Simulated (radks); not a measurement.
Spherical quantum dot in the effective-mass picture: electrons in a parabolic well V = omega^2 r^2 / 2 with omega = 2.16, all in effective atomic units (hartree* = m*/eps^2 hartree, bohr* = eps/m* bohr), one dielectric constant everywhere. Calculated with a radial shooting solver with Libxc functionals: non-relativistic Kohn-Sham, LDA (Slater exchange, Perdew-Wang correlation), spin-polarised, spherical densities. Levels are named by radial order and angular momentum (1s, 1p, 1d, 2s, ...), and open shells are averaged over m. Results are scaled to m* = 0.438 and eps = 8, for which hartree* = 186.2 meV and bohr* = 0.9665 nm.

N = 2, configuration 1s2. This is the lowest configuration that the search found. Occupied and some empty levels:

level  occupation  eigenvalue (meV)  <r> (nm)
1s              2            890.50    0.7802
1p              0            1256.1     1.022
1d              0            1634.2     1.214
2s              0            1654.0     1.130

Energy (meV): total 1428.03, kinetic 549.12, external 663.60, Hartree 414.96, exchange-correlation -199.64.

Electron density:

r (nm)  n(r) (e/nm^3)
0.0338          1.038
0.161          0.9900
0.289          0.8861
0.416          0.7436
0.543          0.5837
0.671          0.4277
0.798          0.2920
0.925          0.1852
1.05           0.1091
1.18          0.05951
1.31          0.03007
1.43          0.01415
1.56         0.006134
1.69         0.002463
